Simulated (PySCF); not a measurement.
H3O4Si, SMILES [O][Si](O)(O)O, multiplicity 2. Atoms are numbered in the order given.

```xyz
8

O     -1.1966     0.8296     0.8691
Si    -0.0274     0.0143    -0.0080
O     -0.7851    -1.1167    -0.9287
O      0.8838     0.9177    -1.0370
O      0.9559    -0.5673     1.1878
H     -0.4662    -1.2026    -1.8355
H      1.4485     1.5996    -0.6554
H      0.5370    -1.1039     1.8725
```
Charge 0, spin multiplicity 2.

The structure is a stationary point at B3LYP-D3(BJ)/def2-SVP. The isomer is the one that the SMILES or the coordinates give; other isomers of the formula were not compared. The values are those of a single conformer.

Calculation: PBE/pcH-1 (PySCF).

Unrestricted Kohn–Sham, ⟨S²⟩ = 0.752. Hyperfine tensors hold the contact and dipolar terms, without spin-orbit corrections.

Computed hyperfine couplings:
| nucleus | A(iso) (MHz) | A(iso) (G) | dipolar principal values (MHz) |
|---|---|---|---|
| 17O no. 1 | -20.7 | -7.4 | -248.0, 123.3, 124.6 |
| 29Si no. 2 | 40.6 | 14.5 | -2.1, 0.8, 1.3 |
| 17O no. 3 | -1.7 | -0.6 | -15.6, 7.4, 8.2 |
| 17O no. 4 | 1.4 | 0.5 | -2.3, 0.8, 1.4 |
| 17O no. 5 | -1.9 | -0.7 | -41.7, 20.7, 21.1 |
| 1H no. 6 | -2.6 | -0.9 | -4.8, -2.0, 6.8 |
| 1H no. 7 | -0.5 | -0.2 | -2.1, -1.7, 3.8 |
| 1H no. 8 | -6.4 | -2.3 | -11.2, -1.1, 12.3 |

**Question.** And the g tensor (effective nuclear charges for spin-orbit coupling, GIAO)? (Estimate from the structure and the level; the computed values follow.)

**Answer.** principal values 2.0031, 2.0108, 2.0331; isotropic 2.0157.
